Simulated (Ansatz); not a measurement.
Reaction (cleavage of the Si–Si bond): `O[SiH2][SiH2][SiH2]Cl` + `C[NH][GeH2][Cl]` → `C[N]([SiH2]Cl)[GeH2][Cl]` + `O[SiH2][SiH3]`

Calculated with Ansatz (gas phase, PBE0-D4/def2-TZVP geometries, no zero-point term in ΔE). CCSD(T)/CBS is the MP2 limit (def2-TZVPP, def2-QZVPP) plus CCSD(T) − MP2 in def2-TZVPP, frozen cores. Functionals use def2-TZVPP. B3LYP here is the variant with VWN-RPA as its local correlation; programs differ in this. For Ge outer-core shells are correlated without core-valence functions, which leaves a few kJ/mol of doubt a bond. Scalar relativity is left out up to krypton. Each species was taken in one conformer, which may not be the lowest.

Is it downhill or uphill in electronic energy at CCSD(T)/CBS, and by how much? (Estimate.)

The calculation gave: Downhill: ΔE = -65.8 kJ/mol.

What do these levels give: r2SCAN-D4, B3LYP-D4, ωB97X-V, ωB97M-V, B2PLYP, PBE, MP2/def2-TZVPP, CCSD/def2-TZVPP, HF/def2-QZVPP, HF/CBS(def2), MP2/CBS(def2), CCSD/CBS(def2)? (An estimate is asked.)

The calculation gave: r2SCAN-D4 -56.6, B3LYP-D4 -63.0, ωB97X-V -62.5, ωB97M-V -68.2, B2PLYP -64.5, PBE -39.7, MP2/def2-TZVPP -76.1, CCSD/def2-TZVPP -68.6, HF/def2-QZVPP -72.4, HF/CBS(def2) -72.6, MP2/CBS(def2) -73.8, CCSD/CBS(def2) -66.2 kJ/mol.

Largest T1 diagnostic among the species: 0.012.

From PBE to PBE0 (25 % exact exchange), in def2-TZVPP and without D4, ΔE moves by −6.7 kJ/mol. The D4 term adds −7.3 kJ/mol with B3LYP and −4.0 kJ/mol with PBE0; it sums over pairs of atoms, weighted by their polarisabilities, and B3LYP, whose exchange is more repulsive, gets the larger term.
